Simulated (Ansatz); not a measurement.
Basis-set extrapolation for C$_{2}$H$_{7}$NOSi (`C[SiH2]C(N)=O`) (PBE0-D4/def2-TZVP geometry, frozen core, Ansatz). Multiplicity 1, RHF reference.

```json
{"": "HF", "def2-TZVPP": "-498.174386", "def2-QZVPP": "-498.193145"}
{"": "MP2 correlation", "def2-TZVPP": "-0.900200", "def2-QZVPP": "-0.964927"}
{"": "CCSD(T) correlation", "def2-TZVPP": "-0.978060", "def2-QZVPP": "not run"}
```

Energies in hartree. Use E(X) = E(∞) + A·exp(−7.88·√X) for Hartree–Fock and E(X) = E(∞) + B·X^(−2.97) for correlation, with X = 3 and 4, and add CCSD(T) minus MP2 of the smaller set to the MP2 limit.

Task: What is the CCSD(T) energy at the basis-set limit?

Result: HF limit: -498.193145 + (-0.018759) × 0.13774 = -498.19573. MP2 limit: -0.964927 + (-0.064727) × 0.74074 = -1.01287. Higher-order term: -0.978060 − (-0.900200) = -0.07786. Total: -499.28646 hartree, 84.1 kcal/mol below CCSD(T)/def2-TZVPP.
